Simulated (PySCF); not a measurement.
C₃H₉FSi₂, SMILES F/C=C(/[SiH3])C[SiH3].

Coordinates come from a B3LYP-D3(BJ)/def2-SVP optimisation. The structure was generated by enumeration; whether it is a known compound was not checked. One conformer was computed; it need not be the lowest.

Level of theory: ωB97X/def2-TZVP run with PySCF.

Problem. Estimate the frontier levels, gap, dipole moment and polarisability. (Estimate from the structure and the level; the computed values follow.)

Solution. 
```
Property                                                                                                        Value
---------------------------------------------------------------------------------------------  ----------------------
highest occupied level                                                                                       -9.51 eV
lowest empty level                                                                                            1.91 eV
orbital gap                                                                                                  11.42 eV
dipole moment                                                                                                  0.82 D
quadrupole, principal values (traceless, Buckingham form, about the centre of nuclear charge)  -3.88, -1.31, 5.19 D·Å
mean static polarisability                                                                      89.2 bohr³ (13.22 Å³)
polarisability, principal values                                                               74.7, 94.4, 98.6 bohr³
```
